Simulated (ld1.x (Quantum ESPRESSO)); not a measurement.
# beryllium (Be): variants of one PAW potential

Base potential:

```
Element                 : beryllium
Generator               : ld1.x (Quantum ESPRESSO) 7.5
Type                    : PAW
Functional              : PBE
Relativity              : non-relativistic
Frozen core             : none
Valence charge          : 4
Reference configuration : 1s2 2s2 2p0
Partial waves           : 1s (bound): rcut 0.65, rcutus 0.75 bohr; 2s (bound): rcut 0.65, rcutus 0.75 bohr; 2p (bound, empty): rcut 2.00, rcutus 2.75 bohr; 2p channel at 0.35 Ry: rcut 2.00, rcutus 2.75 bohr
Local potential         : all-electron potential smoothed inside 0.70 bohr (lloc = -1)
Core correction         : none
Augmentation charge     : GAUSS, radius 0.55 bohr
```

All-electron outer shells of the reference configuration (PBE, non-relativistic, ld1.x):

```json
{"shell": "1s", "level (eV)": "-106.20", "outermost node (bohr)": "–", "outermost maximum (bohr)": "0.27"}
{"shell": "2s", "level (eV)": "-5.61", "outermost node (bohr)": "0.59", "outermost maximum (bohr)": "2.04"}
{"shell": "2p", "level (eV)": "-2.02", "outermost node (bohr)": "–", "outermost maximum (bohr)": "2.28"}
```

Cutoffs, loose and tight: the cutoffs (Ry, on a coarse ladder) from which the occupation-weighted sum of valence levels, in a spherical-Bessel basis at the reference potential, stays within 10 and 1 mRy of its value at 400 Ry. They do not see the model core or the augmentation charge, which bear on the density cutoff. Test errors are all-electron minus pseudo excitation energies from the reference, over the configurations 1s2 2s1 2p0; 1s2 2s0 2p0; 1s2 2s1.5 2p0; 1s2 2s0 2p2; 1s2 2s0 2p1; 1s1 2s2 2p0; 1s2 2s1 2p1. A dash means not determined; rows that change the core or the reference have their own tests.

```csv
change,outcome,"cutoff, loose","cutoff, tight",bound ghosts,largest test error (meV)
base,generated,140 Ry,180 Ry,none,-20
"all radii scaled by about 0.79 (s 0.60, p 2.16 bohr, rcut 0.52/1.58); local potential all-electron potential smoothed inside 0.56 bohr (lloc = -1); augmentation GAUSS, radius 0.44 bohr",generated,140 Ry,230 Ry,none,-7.2
"all radii scaled by about 0.91 (s 0.68, p 2.52 bohr, rcut 0.60/1.82); local potential all-electron potential smoothed inside 0.64 bohr (lloc = -1); augmentation GAUSS, radius 0.50 bohr",generated,120 Ry,200 Ry,none,-14
"all radii scaled by about 1.13 (s 0.84, p 3.10 bohr, rcut 0.74/2.26); local potential all-electron potential smoothed inside 0.78 bohr (lloc = -1); augmentation GAUSS, radius 0.62 bohr",generated,120 Ry,160 Ry,none,-25
"all radii scaled by about 1.23 (s 0.92, p 3.38 bohr, rcut 0.80/2.46); local potential all-electron potential smoothed inside 0.86 bohr (lloc = -1); augmentation GAUSS, radius 0.68 bohr",generated,110 Ry,140 Ry,none,test run stopped at test 1 of 7 (negative rho)
"all radii scaled by about 1.34 (s 1.00, p 3.68 bohr, rcut 0.88/2.68); local potential all-electron potential smoothed inside 0.94 bohr (lloc = -1); augmentation GAUSS, radius 0.74 bohr",generated,90 Ry,140 Ry,none,test run stopped at test 1 of 7 (negative rho)
```

Reading the sweep of the scale of all radii (base = 1) (base included, trends over the rows without a ghost): The loose cutoff falls from 140 Ry at 0.79 to 90 Ry at 1.34, with one reversal. A larger radius leaves more room for a smooth pseudo-wave, so fewer plane waves are needed; a smaller one forces it to follow the all-electron wave where it bends sharply. The median size of the test errors (rows with all tests solved) rises from 0.6 meV at 0.79 to 9.7 meV at 1.13. More of the atom is replaced by a form fitted at one configuration, so other configurations suffer as the radius grows.
